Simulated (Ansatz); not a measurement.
Input (CCSDT(Q)/cc-pV(D+d)Z; Ansatz, an electronic-structure program): A basis named .json is the Basis Set Exchange file of that set.

Ansatz 0.2 input:
```yaml
crystal:
  periodic: [false, false, false]
  atoms:
    - {symbol: B, position_ang: [0.00839917, 0.00872156, -0.00298563]}
    - {symbol: S, position_ang: [-1.69173322, -0.62107820, 0.01571775]}
    - {symbol: H, position_ang: [-1.43973365, -1.77505755, 0.65620921]}
    - {symbol: S, position_ang: [0.22045555, 1.62166428, -0.79662145]}
    - {symbol: H, position_ang: [1.54525895, 1.74288788, -0.62062011]}
    - {symbol: S, position_ang: [1.31475868, -0.99032146, 0.74743039]}
    - {symbol: H, position_ang: [2.35678262, -0.17567219, 0.51491188]}
basis:
  gaussian:
    orbitals: cc-pV_D+d_Z.json
magnetization: {spin_polarized: false}
correlation: {method: ccsdt_q, electrons: outside_noble_gas}
```

Output:

```
Functional definition: HF
integrals: 0.19 GiB planned
1883 factors; integrals over basis functions are off by at most 2.5e-7 eV
mean field: 0.75 GiB planned
mean field evaluation 1: about -33172.4552 eV, gradient 1.9e1 eV
mean field evaluation 2: about -33172.5195 eV, gradient 1.9e1 eV
mean field evaluation 4: about -33174.2089 eV, gradient 2.8e0 eV
mean field evaluation 8: about -33174.2486 eV, gradient 2.7e-4 eV
mean field evaluation 16: about -33174.2460 eV, gradient 7.2e-1 eV
mean field -33174.24855389 eV, -1219.1311480421 hartree, gradient 4.9e-6 eV, S^2 0.000000; 0 other end points of the search recorded, 0 dependent functions left out
16 core orbitals not correlated
reference -33174.24855389 eV, -1219.1311480421 hartree; 12, 12 occupied and 70, 70 virtual orbitals, 1883 factors
second order -13.37000285 eV of doubles, -0.00000000 eV of singles
coupled cluster: 4.10 GiB planned
cycle   1  -14.34070179 eV  change   -9.7e-1 eV  update   1.1e-1
cycle   2  -15.06378506 eV  change   -7.2e-1 eV  update   4.9e-2
cycle   3  -15.41509209 eV  change   -3.5e-1 eV  update   2.6e-2
cycle   4  -15.37629936 eV  change    3.9e-2 eV  update   7.3e-3
cycle   5  -15.36964626 eV  change    6.7e-3 eV  update   3.5e-3
cycle   6  -15.37154438 eV  change   -1.9e-3 eV  update   1.0e-3
cycle   7  -15.37187235 eV  change   -3.3e-4 eV  update   4.3e-4
cycle   8  -15.37171143 eV  change    1.6e-4 eV  update   1.3e-4
cycle   9  -15.37173833 eV  change   -2.7e-5 eV  update   5.5e-5
cycle  10  -15.37177965 eV  change   -4.1e-5 eV  update   1.7e-5
cycle  11  -15.37174554 eV  change    3.4e-5 eV  update   6.5e-6
cycle  12  -15.37175078 eV  change   -5.2e-6 eV  update   2.7e-6
cycle  13  -15.37175202 eV  change   -1.2e-6 eV  update   1.1e-6
perturbative correction -0.03652701 eV, -0.0013423429 hartree
Total energy: -33189.65683292 eV, -1219.6973918525 hartree
```
